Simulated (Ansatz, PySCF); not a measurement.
Potential energy curve for ClBe (cation, charge +1), lowest singlet found (which spin is the ground state isn't settled by this scan).

Methods: RKS-B3LYP/6-311+G** = restricted B3LYP/6-311+G**, spherical d (PySCF); UKS-B3LYP/3-21G = unrestricted B3LYP/3-21G in PySCF; RKS-B3LYP/6-31G* = restricted B3LYP/6-31G*, spherical d (PySCF); FCI = full CI/cc-pVDZ, frozen core (Ansatz, an electronic-structure program).

Energies relative to the lowest point of each curve between 1.42 and 2.15 Å, where full CI is lowest, in kJ/mol; the last columns give the difference from FCI:

```csv
R / Å,RKS-B3LYP/6-311+G**,UKS-B3LYP/3-21G,RKS-B3LYP/6-31G*,FCI,RKS-B3LYP/6-311+G** − FCI,UKS-B3LYP/3-21G − FCI,RKS-B3LYP/6-31G* − FCI
1.42,193.8,244.6,203.4,225.2,-31.3,19.4,-21.8
1.56,43.3,67.5,46.7,56.7,-13.4,10.8,-9.9
1.64,9.4,21.6,10.9,15.6,-6.2,6.0,-4.7
1.73,0.0,0.9,0.0,0.0,0.0,0.9,0.0
1.79,5.5,0.0,4.9,2.4,3.1,-2.4,2.5
1.88,25.8,12.2,24.6,19.2,6.6,-7.1,5.4
1.94,44.9,26.6,43.5,36.7,8.2,-10.0,6.8
2.01,70.7,47.9,69.3,61.2,9.6,-13.3,8.1
2.08,99.0,72.2,97.6,88.6,10.4,-16.4,9.0
2.15,128.5,98.3,127.2,117.6,10.9,-19.3,9.6
2.22,158.3,125.3,157.3,147.1,11.2,-21.8,10.2
2.37,220.5,182.5,220.0,208.4,12.1,-25.9,11.6
2.51,273.9,232.3,273.7,259.4,14.5,-27.2,14.3
2.69,333.9,284.4,333.5,312.6,21.3,-28.1,21.0
2.89,388.8,317.6,387.7,354.4,34.4,-36.8,33.3
```

RKS-B3LYP/6-311+G** is furthest from FCI at 2.89 (34.4 kJ/mol, above); its mean absolute difference over the points is 12.9 kJ/mol.

UKS-B3LYP/3-21G is furthest from FCI at 2.89 (-36.8 kJ/mol, below); its mean absolute difference over the points is 16.3 kJ/mol.

RKS-B3LYP/6-31G* is furthest from FCI at 2.89 (33.3 kJ/mol, above); its mean absolute difference over the points is 11.2 kJ/mol.

The scan ran from 1.42 to 6.71 Å; beyond the distances shown full CI changes its symmetry label. The restricted form behind RKS-B3LYP/6-311+G**, RKS-B3LYP/6-31G* keeps the bonding electrons paired and can't separate into open-shell fragments. The unrestricted determinant behind UKS-B3LYP/3-21G is spin-contaminated at 2.69 to 2.89 Å (<S²> up to 0.8, against 0.00 for a pure singlet).
